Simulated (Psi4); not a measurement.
Method: SAPT0/jun-cc-pVDZ, frozen core run with Psi4 1.11.

Psi4 input:

```
molecule {
0 1
Si -0.00000115 0.00000018 -0.00000492
H 0.63183134 0.65819142 1.16575819
H -0.65442734 1.02132144 -0.84857065
H -1.01198584 -0.97240568 0.47089701
H 1.03458300 -0.70710736 -0.78807963
--
0 1
Cl -0.85529443 2.99726539 1.99629907
Cl -1.88794651 4.62596915 2.57516783
units angstrom
symmetry c1
no_reorient
no_com
}
set basis jun-cc-pvdz
set scf_type df
set freeze_core true
energy('sapt0')
```

Part of the output:

```
    SAPT Results
  --------------------------------------------------------------------------------------------------------
    Electrostatics                 -1.31986058 [mEh]      -0.82822502 [kcal/mol]      -3.46529348 [kJ/mol]
      Elst10,r                     -1.31986058 [mEh]      -0.82822502 [kcal/mol]      -3.46529348 [kJ/mol]

    Exchange                        3.58110613 [mEh]       2.24717802 [kcal/mol]       9.40219284 [kJ/mol]
      Exch10                        3.58110613 [mEh]       2.24717802 [kcal/mol]       9.40219284 [kJ/mol]
      Exch10(S^2)                   3.57126926 [mEh]       2.24100529 [kcal/mol]       9.37636614 [kJ/mol]

    Induction                      -0.75568825 [mEh]      -0.47420154 [kcal/mol]      -1.98405924 [kJ/mol]
      Ind20,r                      -2.17624358 [mEh]      -1.36561347 [kcal/mol]      -5.71372674 [kJ/mol]
      Exch-Ind20,r                  1.94137579 [mEh]       1.21823170 [kcal/mol]       5.09708143 [kJ/mol]
      delta HF,r (2)               -0.52082046 [mEh]      -0.32681977 [kcal/mol]      -1.36741393 [kJ/mol]

    Dispersion                     -1.84151638 [mEh]      -1.15556897 [kcal/mol]      -4.83490058 [kJ/mol]
      Disp20                       -2.03882562 [mEh]      -1.27938239 [kcal/mol]      -5.35293592 [kJ/mol]
      Exch-Disp20                   0.19730924 [mEh]       0.12381342 [kcal/mol]       0.51803533 [kJ/mol]
      Disp20 (SS)                  -1.01941281 [mEh]      -0.63969119 [kcal/mol]      -2.67646796 [kJ/mol]
      Disp20 (OS)                  -1.01941281 [mEh]      -0.63969119 [kcal/mol]      -2.67646796 [kJ/mol]
      Exch-Disp20 (SS)              0.08361845 [mEh]       0.05247137 [kcal/mol]       0.21954021 [kJ/mol]
      Exch-Disp20 (OS)              0.11369079 [mEh]       0.07134205 [kcal/mol]       0.29849512 [kJ/mol]

  Total HF                          1.50555729 [mEh]       0.94475146 [kcal/mol]       3.95284011 [kJ/mol]
  Total SAPT0                      -0.33595909 [mEh]      -0.21081751 [kcal/mol]      -0.88206047 [kJ/mol]
```
